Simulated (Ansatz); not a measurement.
Reaction (redistribution): `C[SiH2][Se][Se]C` + `O[SiH2]N[SiH3]` → `C[SiH2]N[SiH2]O` + `C[Se][Se][SiH3]`

Gas-phase electronic energies from Ansatz, PBE0-D4/def2-TZVP geometries. CBS: MP2 limit from def2 TZ/QZ plus the TZ coupled-cluster correction, frozen cores. Functionals use def2-TZVPP. B3LYP here is the variant with VWN-RPA as its local correlation; programs differ in this. For Se outer-core shells are correlated without core-valence functions, which leaves a few kJ/mol of doubt a bond. Scalar relativity is left out up to krypton. Each species was taken in one conformer, which may not be the lowest.

`C[SiH2][Se][Se]C`:

```xyz
13

C     1.692    1.062   -1.288
Si   -0.025    1.335   -0.621
Se   -0.129    1.023    1.644
Se    0.385   -1.253    1.546
C    -1.408   -1.971    1.308
H     1.701    1.185   -2.375
H     2.393    1.775   -0.850
H     2.028    0.051   -1.052
H    -0.997    0.412   -1.267
H    -0.475    2.738   -0.836
H    -2.027   -1.714    2.164
H    -1.842   -1.589    0.386
H    -1.294   -3.055    1.242
```

`O[SiH2]N[SiH3]`:

Z-matrix (Å, degrees):
```
Si
N 1 1.720
O 1 1.645 2 114.4
H 1 1.488 2 105.6 3 -122.3
H 1 1.478 2 110.6 3 115.9
Si 2 1.729 1 127.5 3 -69.6
H 2 1.010 1 115.6 3 108.0
H 3 0.958 1 117.8 2 -59.6
H 6 1.484 2 106.8 1 -9.4
H 6 1.489 2 112.5 1 110.3
H 6 1.488 2 111.1 1 -129.3
```

`C[SiH2]N[SiH2]O`:

Z-matrix (Å, degrees):
```
C
Si 1 1.865
H 1 1.093 2 110.6
H 1 1.092 2 110.9 3 120.3
H 1 1.093 2 111.0 3 -119.5
N 2 1.733 1 112.2 3 179.9
H 2 1.492 1 108.4 3 56.8
H 2 1.487 1 111.0 3 -62.3
Si 6 1.718 2 127.4 1 124.0
H 6 1.010 2 117.0 1 -58.4
O 9 1.646 6 114.5 2 70.0
H 9 1.488 6 105.7 2 -167.7
H 9 1.479 6 110.8 2 -46.1
H 11 0.958 9 117.5 6 57.2
```

`C[Se][Se][SiH3]`:

```xyz
10

C     1.701   -0.856   -0.706
Se    0.592    0.475   -1.592
Se   -1.517   -0.352   -1.027
Si   -1.609    0.818    0.928
H     1.510   -0.848    0.365
H     1.510   -1.840   -1.128
H     2.735   -0.563   -0.899
H    -2.874    0.433    1.610
H    -0.452    0.456    1.786
H    -1.597    2.276    0.663
```

**Question.** Is it downhill or uphill in electronic energy at CCSD(T)/CBS, and by how much? (An estimate is asked.)

**Answer.** The calculation gave: Nearly level: ΔE = +0.02 eV.

**Question.** What do these levels give: PBE-D4, r2SCAN-D4, PBE0-D4, B3LYP-D4, ωB97X-V, ωB97M-V, B2PLYP, r2SCAN, B3LYP, CCSD/def2-TZVPP, MP2/def2-QZVPP, CCSD/CBS(def2)? (Estimate.)

**Answer.** The calculation gave: PBE-D4 0.02, r2SCAN-D4 0.01, PBE0-D4 0.02, B3LYP-D4 0.02, ωB97X-V 0.02, ωB97M-V 0.02, B2PLYP 0.01, r2SCAN 0.01, B3LYP 0.00, CCSD/def2-TZVPP 0.01, MP2/def2-QZVPP 0.04, CCSD/CBS(def2) 0.02 eV.

Largest T1 diagnostic among the species: 0.011.
